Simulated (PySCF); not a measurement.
Cl4Ge, charge -1, doublet, at a GFN2-xTB geometry (a state made from the parent by changing its charge; the spin is typed, not shown lowest). Base run: DF-PBE0/6-31G* run with PySCF.

PySCF was given this input:
```python
from pyscf import gto, scf, dft

mol = gto.Mole()
mol.atom = '''
    Cl   -0.73927498   -1.61454827   -1.82718074
    Ge   -0.19848263   -0.16397815    0.08629560
    Cl    2.05412351   -0.43159502    0.15916763
    Cl   -0.31402701    1.86919085   -0.91572080
    Cl   -0.62720716    0.48561719    2.42129515
'''
mol.basis = '6-31g*'
mol.charge = -1
mol.spin = 1
mol.verbose = 4
mol.build()

mf = dft.UKS(mol)
mf.xc = 'pbe0'
mf = mf.density_fit(auxbasis='def2-universal-jkfit')
mf.kernel()
```

Variants of this job, named by their change:

```
change                                     ΔE vs base (mEh)  grid points  electrons on the grid        outcome
-----------------------------------------  ----------------  -----------  ---------------------  -------------
base                                                  0.000        96160              101.00000      converged
grids.radi_method = delley                            0.002        98648              101.00000      converged
grids.prune = dft.gen_grid.sg1_prune                      -            -                      -  input refused
grids.level = 2                                      -0.002        60024              101.00000      converged
grids.prune = dft.gen_grid.treutler_prune             0.000        94400              101.00000      converged
small_rho_cutoff = 0                                  0.000        96160              101.00000      converged
grids.radi_method = gauss_chebyshev                   0.000        94592              101.00000      converged
grids.level = 5                                       0.001       216928              101.00000      converged
grids.level = 0                                     -41.887         8944              101.01096      converged
grids.level = 7                                       0.001       428264              101.00000      converged
grids.atom_grid = (30, 110)                           2.321        12144              101.00062      converged
```

Open shells are given as the SCF converged; they aren't shown to be the lowest states, and a large step between rows can be another state.

- grids.prune = dft.gen_grid.sg1_prune: ended with `IndexError: index 32 is out of bounds for axis 0 with size 19`
